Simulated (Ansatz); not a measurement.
Molecule: sum formula BN3H6, net charge 0, singlet state. 
Geometry from a B3LYP-D3(BJ)/def2-TZVP (Ansatz, an electronic-structure program) optimisation:
```xyz
10

B      0.0001     0.0000     0.0000
N      1.4250     0.0680    -0.0780
N     -0.6432    -1.2496     0.2579
N     -0.7832     1.1815    -0.1799
H      1.9304     0.9298    -0.1686
H      2.0168    -0.7414    -0.0475
H     -0.1412    -2.0988     0.4402
H     -1.6370    -1.3760     0.2065
H     -0.3870     2.0736    -0.4112
H     -1.7730     1.2132    -0.0198
```

Basis-set convergence of Hartree-Fock and CCSD correlation energies (hartree) with Ansatz. Valence correlation only, unless marked. No spin-orbit coupling. Non-relativistic.

| basis | functions | E(HF) | E(corr, CCSD) |
|---|---|---|---|
| cc-pVDZ | - | -191.66404 | -0.63183 |
| cc-pVTZ | 204 | ? | ? |

What belongs in the gaps?


- cc-pVTZ, E(HF): -191.73147
- cc-pVTZ, E(corr, CCSD): -0.77117
